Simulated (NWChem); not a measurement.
Everything below was run with NWChem. System: ITl, charge 0, spin multiplicity 1, at a geometry optimised with PBE/def2-SVP with def2 effective core potentials on I, Tl. The structure started from a generated list of species. Level: CCSD(T)/def2-TZVP with def2 effective core potentials on I, Tl, 8 core orbitals frozen.

Input file:

```
start mol
memory heap 100 mb stack 700 mb global 1900 mb
geometry units angstroms nocenter noautoz
  Tl     0.000000     0.000000    -1.140914
  I      0.000000     0.000000     1.743661
  symmetry group C2v
end
basis spherical
  * library def2-tzvp
end
ecp
  I library def2-ecp
  Tl library def2-ecp
end
scf
  rhf
  nopen 0
  maxiter 100
  thresh 1e-7
  semidirect memsize 60000000 filesize 0
end
tce
  freeze core 8
  ccsd(t)
  2eorb
  2emet 13
  thresh 1e-6
  maxiter 100
  tilesize 24
end
task tce energy
```

Output (cleaned and shortened):

```
             Northwest Computational Chemistry Package (NWChem) 7.3.0
             --------------------------------------------------------

                                NWChem Input Module
                                -------------------

 Scaling coordinates for geometry "geometry" by  1.889725989
 (inverse scale =  0.529177249)

 Turning off AUTOSYM since
 SYMMETRY directive was detected!

                             Geometry "geometry" -> ""
                             -------------------------

 Output coordinates in angstroms (scale by  1.889725989 to convert to a.u.)

  No.       Tag          Charge          X              Y              Z
 ---- ---------------- ---------- -------------- -------------- --------------
    1 Tl                  81.0000     0.00000000     0.00000000    -1.14091400
    2 I                   53.0000     0.00000000     0.00000000     1.74366100

 Effective nuclear repulsion energy (a.u.)     787.5537748042

            Nuclear Dipole moment (a.u.)
            ----------------------------
        X                 Y               Z
 ---------------- ---------------- ----------------
     0.0000000000     0.0000000000    -0.0000018897

      Symmetry information
      --------------------

 Group name             C2v
 Group number             16
 Group order               4
 No. of unique centers     2

      Symmetry unique atoms

     1    2


 Summary of "ao basis" -> "" (spherical)
 ------------------------------------------------------------------------------
       Tag                 Description            Shells   Functions and Types
 ---------------- ------------------------------  ------  ---------------------
 *                         def2-tzvp                  on all atoms

 Summary of "ao basis" -> "ao basis" (spherical)
 ------------------------------------------------------------------------------
       Tag                 Description            Shells   Functions and Types
 ---------------- ------------------------------  ------  ---------------------
 Tl                        def2-tzvp                16       50   6s5p3d2f
 I                         def2-tzvp                16       50   6s5p3d2f

                                 NWChem SCF Module
                                 -----------------

  ao basis        = "ao basis"
  functions       =   100
  atoms           =     2
  closed shells   =    23
  open shells     =     0
  charge          =   0.00
  wavefunction    = RHF
  use symmetry    = T
  symmetry adapt  = T

 Summary of "ao basis" -> "ao basis" (spherical)
 ------------------------------------------------------------------------------
       Tag                 Description            Shells   Functions and Types
 ---------------- ------------------------------  ------  ---------------------
 Tl                        def2-tzvp                16       50   6s5p3d2f
 I                         def2-tzvp                16       50   6s5p3d2f

      Symmetry analysis of basis
      --------------------------

        a1         42
        a2         10
        b1         24
        b2         24

 Forming initial guess at       0.2s

      Superposition of Atomic Density Guess
      -------------------------------------

 Sum of atomic energies:        -542.39873218

      Non-variational initial energy
      ------------------------------

 Total energy =    -468.140432
 1-e energy   =   -1011.311049
 2-e energy   =     446.859009
 HOMO         =      -0.291222
 LUMO         =      -0.001424

      Symmetry analysis of molecular orbitals - initial
      -------------------------------------------------

 !! scf_movecs_sym_adapt:   68 vectors were symmetry contaminated

  Symmetry fudging

 !! scf_movecs_sym_adapt:   54 vectors were symmetry contaminated

  Numbering of irreducible representations:

     1 a1          2 a2          3 b1          4 b2

  Orbital symmetries:

     1 a1          2 a1          3 a1          4 b2          5 b1
     6 a1          7 b2          8 b1          9 a1         10 b2
    11 b1         12 a2         13 a1         14 a1         15 b1
    16 b2         17 a2         18 a1         19 a1         20 a1
    21 b2         22 b1         23 a1         24 b2         25 b1
    26 a1         27 b2         28 b1         29 a1         30 a1
    31 a1         32 a2         33 b2

 Starting SCF solution at       3.3s

 ----------------------------------------------
         Quadratically convergent ROHF

 Convergence threshold     :          1.000E-07
 Maximum no. of iterations :          100
 Final Fock-matrix accuracy:          1.000E-09
 ----------------------------------------------

              iter       energy          gnorm     gmax       time
             ----- ------------------- --------- --------- --------
                 1     -468.2366768654  4.57D-01  1.62D-01      3.3
                 2     -468.2641818278  1.76D-01  3.35D-02      3.4
                 3     -468.2663387803  1.46D-02  3.31D-03      3.6
                 4     -468.2663800930  1.02D-04  4.08D-05      3.8
                 5     -468.2663800955  8.17D-09  2.25D-09      4.2

       Final RHF  results
       ------------------

         Total SCF energy =   -468.266380095532
      One-electron energy =  -1012.539712113150
      Two-electron energy =    447.961724337165
 Nuclear repulsion energy =     96.311607680453

        Time for solution =      0.9s

       Symmetry analysis of molecular orbitals - final
       -----------------------------------------------

  Numbering of irreducible representations:

     1 a1          2 a2          3 b1          4 b2

  Orbital symmetries:

     1 a1          2 a1          3 a1          4 b1          5 b2
     6 b2          7 b1          8 a1          9 a1         10 b2
    11 b1         12 a1         13 a2         14 a1         15 a2
    16 a1         17 b1         18 b2         19 a1         20 a1
    21 b1         22 b2         23 a1         24 b1         25 b2
    26 a1         27 b2         28 b1         29 a1         30 a1
    31 a2         32 a1         33 b1

             Final eigenvalues
             -----------------

              1
    1   -7.6817
    2   -5.6797
    3   -5.5313
    4   -5.5290
    5   -5.5290
    6   -3.5064
    7   -3.5064
    8   -3.5014
    9   -2.2258
   10   -2.2246
   11   -2.2246
   12   -2.2221
   13   -2.2221
   14   -0.8882
   15   -0.8819
   16   -0.8819
   17   -0.8765
   18   -0.8765
   19   -0.8231
   20   -0.4977
   21   -0.3370
   22   -0.3370
   23   -0.3238
   24    0.0088
   25    0.0088
   26    0.0565
   27    0.1367
   28    0.1367
   29    0.1627
   30    0.2359
   31    0.2392
   32    0.2392
   33    0.2663

                       ROHF Final Molecular Orbital Analysis
                       -------------------------------------

 Vector   21  Occ=2.000000D+00  E=-3.369836D-01  Symmetry=b1
              MO Center=  5.9D-15, -7.5D-30,  1.6D+00, r^2= 2.3D+00
   Bfn.  Coefficient  Atom+Function         Bfn.  Coefficient  Atom+Function
  ----- ------------  ---------------      ----- ------------  ---------------
    66      0.536261  2 I  px                60     -0.433030  2 I  px
    63      0.332081  2 I  px                69      0.294284  2 I  px

 Vector   22  Occ=2.000000D+00  E=-3.369836D-01  Symmetry=b2
              MO Center=  6.0D-30, -3.4D-15,  1.6D+00, r^2= 2.3D+00
   Bfn.  Coefficient  Atom+Function         Bfn.  Coefficient  Atom+Function
  ----- ------------  ---------------      ----- ------------  ---------------
    67      0.536261  2 I  py                61     -0.433030  2 I  py
    64      0.332081  2 I  py                70      0.294284  2 I  py

 Vector   23  Occ=2.000000D+00  E=-3.238357D-01  Symmetry=a1
              MO Center=  3.3D-17, -7.3D-17,  5.5D-01, r^2= 5.0D+00
   Bfn.  Coefficient  Atom+Function         Bfn.  Coefficient  Atom+Function
  ----- ------------  ---------------      ----- ------------  ---------------
    68      0.467802  2 I  pz                62     -0.371599  2 I  pz
     6      0.340419  1 Tl s                  5      0.313132  1 Tl s
    65      0.279860  2 I  pz                 3     -0.247924  1 Tl s
    71      0.245672  2 I  pz                18     -0.190571  1 Tl pz
    12      0.183935  1 Tl pz                 2      0.156557  1 Tl s

 Vector   24  Occ=0.000000D+00  E= 8.799100D-03  Symmetry=b1
              MO Center= -1.2D-14, -4.3D-30, -1.2D+00, r^2= 7.3D+00
   Bfn.  Coefficient  Atom+Function         Bfn.  Coefficient  Atom+Function
  ----- ------------  ---------------      ----- ------------  ---------------
    19      0.709724  1 Tl px                16      0.306118  1 Tl px
    10     -0.264519  1 Tl px                69     -0.240764  2 I  px
    13      0.202976  1 Tl px

 Vector   25  Occ=0.000000D+00  E= 8.799100D-03  Symmetry=b2
              MO Center=  8.1D-31,  5.1D-15, -1.2D+00, r^2= 7.3D+00
   Bfn.  Coefficient  Atom+Function         Bfn.  Coefficient  Atom+Function
  ----- ------------  ---------------      ----- ------------  ---------------
    20      0.709724  1 Tl py                17      0.306118  1 Tl py
    11     -0.264519  1 Tl py                70     -0.240764  2 I  py
    14      0.202976  1 Tl py

 Vector   26  Occ=0.000000D+00  E= 5.652349D-02  Symmetry=a1
              MO Center=  1.5D-14, -1.7D-14, -1.6D+00, r^2= 1.1D+01
   Bfn.  Coefficient  Atom+Function         Bfn.  Coefficient  Atom+Function
  ----- ------------  ---------------      ----- ------------  ---------------
    21      1.142125  1 Tl pz                56     -0.527770  2 I  s
     5      0.275409  1 Tl s                 71      0.231014  2 I  pz
    15      0.181160  1 Tl pz                12     -0.163069  1 Tl pz

 center of mass
 --------------
 x =   0.00000000 y =   0.00000000 z =  -0.07167152

 moments of inertia (a.u.)
 ------------------
        2328.894210325554           0.000000000000           0.000000000000
           0.000000000000        2328.894210325554           0.000000000000
           0.000000000000           0.000000000000           0.000000000000

  Mulliken analysis of the total density
  --------------------------------------

    Atom       Charge   Shell Charges
 -----------   ------   -------------------------------------------------------
    1 Tl  21    20.46   0.06 -0.56  1.74  0.78  1.11  0.80 -0.55  6.49  0.20  0.30  0.04  9.08  0.89  0.07  0.01  0.00
    2 I   25    25.54   0.18 -0.77  1.58  1.01  1.06  0.90 -0.49  6.45  1.33  2.93  1.34  9.23  0.76  0.04  0.00  0.00

       Multipole analysis of the density wrt the origin
       ------------------------------------------------

     L   x y z        total         open         nuclear
     -   - - -        -----         ----         -------
     0   0 0 0     -0.000000      0.000000     46.000000

     1   1 0 0     -0.000000      0.000000      0.000000
     1   0 1 0      0.000000      0.000000      0.000000
     1   0 0 1     -2.085599      0.000000     37.099726

     2   2 0 0    -38.958717      0.000000      0.000000
     2   1 1 0      0.000000      0.000000      0.000000
     2   1 0 1     -0.000000      0.000000      0.000000
     2   0 2 0    -38.958717      0.000000      0.000000
     2   0 1 1      0.000000      0.000000      0.000000
     2   0 0 2    -43.059139      0.000000    369.048863

                   NWChem Extensible Many-Electron Theory Module
                   ---------------------------------------------


            General Information
            -------------------
      Number of processors :     1
         Wavefunction type : Restricted Hartree-Fock
          No. of electrons :    46
           Alpha electrons :    23
            Beta electrons :    23
           No. of orbitals :   200
            Alpha orbitals :   100
             Beta orbitals :   100
        Alpha frozen cores :     8
         Beta frozen cores :     8
     Alpha frozen virtuals :     0
      Beta frozen virtuals :     0
         Spin multiplicity : singlet
    Number of AO functions :   100
       Number of AO shells :    32
        Use of symmetry is : on
      Symmetry adaption is : on
         Schwarz screening : 0.10D-09

          Correlation Information
          -----------------------
          Calculation type : Coupled-cluster singles & doubles w/ perturbation
   Perturbative correction : (T)
            Max iterations :      100
        Residual threshold : 0.10D-05
     T(0) DIIS level shift : 0.00D+00
     L(0) DIIS level shift : 0.00D+00
     T(1) DIIS level shift : 0.00D+00
     L(1) DIIS level shift : 0.00D+00
     T(R) DIIS level shift : 0.00D+00
     T(I) DIIS level shift : 0.00D+00
   CC-T/L Amplitude update :  5-th order DIIS
                I/O scheme : Global Array Library
        L-threshold :  0.10D-05
        EOM-threshold :  0.10D-05
 no EOMCCSD initial starts read in
 TCE RESTART OPTIONS
 SLICE:      F
 D4D5:       F
 quantumc:   F
 qrotation:  F
 pwtce:      F
 qducc:      F
 nacto:                         0
 nrotv:                         0
 nrot:                          0

            Memory Information
            ------------------
          Available GA space size is     249026800 doubles
          Available MA space size is     104839356 doubles

 Maximum block size supplied by input
 Maximum block size        24 doubles

 tile_dim =     19

 -------------------------------------------------

 Global array virtual files algorithm will be used

 Parallel file system coherency ......... OK

 4-electron integrals stored in orbital form

 v2    file size   =          3884627
 4-index algorithm nr.  13 is used
 imaxsize =       30
 imaxsize ichop =        0


CCSD iterations
 ---------------------------------------------------------
 Iter          Residuum       Correlation     Cpu    Wall
 ---------------------------------------------------------
    1   0.2557077431991  -0.8551117942015     0.9     0.9
    2   0.0460946015739  -0.7802333138201     0.9     0.9
    3   0.0102359033013  -0.7991588666337     0.9     0.9
    4   0.0037367891912  -0.7973782479642     0.9     0.9
    5   0.0012187023006  -0.7982368778373     0.9     0.9
    6   0.0006205492740  -0.7982955461090     0.9     0.9
    7   0.0004696171816  -0.7982961021294     0.9     0.9
    8   0.0001695181140  -0.7983035635893     0.9     0.9
    9   0.0001602621320  -0.7983054728280     0.9     0.9
   10   0.0000676597862  -0.7983099337051     0.9     0.9
   11   0.0000162504787  -0.7983157282359     0.9     0.9
   12   0.0000074407200  -0.7983130101210     0.9     0.9
   13   0.0000040463949  -0.7983131716972     1.0     1.0
   14   0.0000025948827  -0.7983129824440     1.0     1.0
   15   0.0000015388931  -0.7983129678617     1.0     1.0
   16   0.0000003008342  -0.7983129152958     0.9     0.9
 -----------------------------------------------------------------
 Iterations converged
 CCSD correlation energy / hartree =        -0.798312915295803
 CCSD total energy / hartree       =      -469.064693010828080

 Singles contributions

 Doubles contributions
 CCSD(T)
 Using plain CCSD(T) code
             total no. of tasks          925
 total no. of tasks / no. procs          925
                         wl_min         4096           4.0
                         wl_max      1981168          11.2
        thresh for no. of tasks          925

 CCSD[T]  correction energy / hartree =        -0.018721123660851
 CCSD[T] correlation energy / hartree =        -0.817034038956654
 CCSD[T] total energy / hartree       =      -469.083414134488919
 CCSD(T)  correction energy / hartree =        -0.017905345004477
 CCSD(T) correlation energy / hartree =        -0.816218260300280
 CCSD(T) total energy / hartree       =      -469.082598355832545

 Task  times  cpu:       76.5s     wall:       76.5s

 Total times  cpu:       76.6s     wall:       76.6s
```
